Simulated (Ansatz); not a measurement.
`C[SiH]1NC1(F)F` → `[CH2]` (triplet) + `FC1(F)N[SiH2]1` at 600 K and 1 bar (formal loss of a carbene).

Computed with Ansatz on PBE0-D4/def2-TZVP structures; ΔE is electronic, products minus reactants. CCSD(T)/CBS adds triple-zeta CCSD(T) − MP2 to the extrapolated MP2 energy (def2 sets, frozen cores). This one scheme is used for every species. Triplets are unrestricted, without spin–orbit coupling.

```json
{"species": "`C[SiH]1NC1(F)F`", "CCSD(T)/CBS energy (Eh)": "-622.45602", "H − E (kJ/mol)": "254.9", "S (J/(mol·K))": "452.7"}
{"species": "`[CH2]` (triplet)", "CCSD(T)/CBS energy (Eh)": "-39.09499", "H − E (kJ/mol)": "66.5", "S (J/(mol·K))": "220.8"}
{"species": "`FC1(F)N[SiH2]1`", "CCSD(T)/CBS energy (Eh)": "-583.17434", "H − E (kJ/mol)": "164.2", "S (J/(mol·K))": "392.6"}
```

H − E and S are ideal-gas, rigid-rotor, harmonic terms from PBE0-D4/def2-TZVP, for one conformer and one mirror image of each species, with the whole ground term of open shells counted as degenerate. 1 Eh = 2625.50 kJ/mol, R = 8.31446 J/(mol·K).

Q: By hand: ΔE, ΔH, ΔS and ΔG.

A: ΔE = (-39.09499) + (-583.17434) − (-622.45602) = 0.18669 Eh = 490.2 kJ/mol. Δ(H − E) = 66.5 + 164.2 − 254.9 = -24.2, so ΔH = 466.0 kJ/mol. ΔS = 220.8 + 392.6 − 452.7 = 160.7 J/(mol·K). ΔG = 466.0 − 600 × (160.7)/1000 = 369.6 kJ/mol.

Q: By hand: the equilibrium constant, and the temperature at which ΔG would vanish if ΔH and ΔS stayed fixed.

A: log₁₀ K = −ΔG/(RT ln 10) = -32.2. ΔG = 0 at ΔH/ΔS = 2900 K, far beyond where these terms or the molecules hold.

The number of gas molecules changes by +1, which sets the sign of ΔS. A doubt of 5 kJ/mol in ΔE shifts log₁₀ K by 0.4 here. Other conformers and mirror images would add mixing entropy, several J/(mol·K) or more a flexible species. A triplet takes part, so the spin changes. These are equilibria of isolated gas molecules and say nothing of rates. Largest T1 diagnostic: 0.013 (customary marks: 0.02 for closed shells, 0.045 for open ones).
